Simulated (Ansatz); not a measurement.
ZnB₇⁻. The state is a singlet with charge -1. Geometry PBE0-D4/def2-SVPD; atoms count from 1.

```tsv
atom	x (Å)	y (Å)	z (Å)
Zn1	-0.5036	-1.4705	-0.1323
B2	-0.8102	0.7239	-0.9785
B3	-1.7264	-0.7163	-1.5265
B4	2.0815	-0.1984	2.1021
B5	0.3679	0.7227	0.1847
B6	0.9841	-0.6999	1.1442
B7	-1.9077	0.7044	-2.0575
B8	1.5144	0.9342	1.2637
```

The restricted singlet is unstable towards broken spin symmetry at other levels; at PBE0-D4/def2-TZVPD this wasn't settled. The geometry of the singlet was relaxed on an unsound state (restricted singlet, unstable towards broken spin symmetry at other levels and untested here). Another isomer (singlet) lies 1.41 eV lower at PBE0-D4/def2-TZVPD; other spin states weren't run for this one.

Q: Estimate the Mulliken populations from the PBE0/def2-TZVPD orbitals of Ansatz.

A: 
```tsv
atom	charge (e)	d electrons
Zn1	-0.84	10.00
B2	-0.77	–
B3	0.24	–
B4	0.96	–
B5	-1.10	–
B6	-0.78	–
B7	1.24	–
B8	0.05	–
```
Mulliken values and Mayer orders depend strongly on the basis. With diffuse functions, as here, like atoms can get unlike values, and bond orders can come out too low or too high.

Q: And the Mayer bond orders between bonded heavy atoms (over 0.3)?

A: Zn1–B3 0.67 (2.00 Å); Zn1–B5 2.44 (2.38 Å); Zn1–B6 1.23 (2.11 Å); B2–B3 1.15 (1.79 Å); B2–B5 3.37 (1.66 Å); B2–B7 1.26 (1.54 Å); B3–B7 1.26 (1.53 Å); B4–B8 2.07 (1.52 Å); B5–B6 0.31 (1.82 Å); B6–B8 0.45 (1.72 Å). Values over 0.3 also appear between atoms too far apart for a bond (B2–B6 0.82 at 3.12 Å); they arise where an orbital or an unpaired electron spreads over both atoms.
